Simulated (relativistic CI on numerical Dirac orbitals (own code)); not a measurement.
# What each ingredient does to the levels of Pt XXVI

Base calculation: Dirac-Coulomb-Breit CI, orbitals from a KLI potential per configuration, model QED, unscaled Slater integrals.

Configurations in the expansion (outside the closed core [Ar] 3d10 4p6 4d10): 4s2 4f7, 4s2 4f6 5s, 4s2 4f5 5s2, 4s2 4f6 6s, 4f9. Levels of other configurations are missing.

Variants: (1) valence Slater integrals scaled by 0.9; (2) Breit term removed; (3) QED terms removed. Shifts of the energy above 4s2 4f7 8S°_7/2, in cm⁻¹, for the lowest level and the first level of each name with at least 55 % of one term (blank where a level changes its place among those of its configuration and J or its character, or is not in the variant):

```
           Level      Base      Δ(1)     Δ(2)    Δ(3)
 4s2 4f7 8S°_7/2       0.0       0.0      0.0     0.0
 4s2 4f7 6P°_3/2   83725.4   -8228.2   -280.8    -0.7
 4s2 4f7 6I°_9/2   84586.0   -9803.1   -381.6   +50.4
4s2 4f7 6I°_17/2   86941.5   -9276.6  +2361.8   +12.6
4s2 4f7 6I°_11/2   90479.0   -9014.9   +793.6    -3.5
4s2 4f7 6I°_13/2   92837.0   -8865.2  +1545.4   -20.7
4s2 4f7 6I°_15/2   93128.5   -8567.7  +2250.3   -33.3
 4s2 4f7 6D°_1/2  111982.3   -8952.2   +544.9   -79.5
 4s2 4f7 6D°_3/2  114129.4   -9112.4   +691.8   -83.2
4s2 4f7 4N°_23/2  137398.0  -13350.4  +5160.5   -28.2
4s2 4f7 4N°_21/2  143340.1  -13153.3  +4485.1   -56.0
4s2 4f7 4L°_19/2  156481.9  -13000.4  +4398.0  -108.5
4s2 4f7 2Q°_23/2  166767.0  -13956.2  +5856.2  -112.1
```

At this charge energies of transitions that change n are usually good to better than 1 %, and those within a shell (Δn = 0) to a few per cent. Terms inside the open d or f shell come out 10 to 20 % too wide with unscaled integrals.

Ionisation energy from the two ground configurations alone: base 804.234 eV; valence Slater integrals scaled by 0.9 803.197 eV; Breit term removed 803.758 eV. The NIST ASD value (theoretical) is 820 eV.

LS names give the leading component of a level, which can be under half, so a name can repeat, a term be missing and a line seem to break the LS rules.
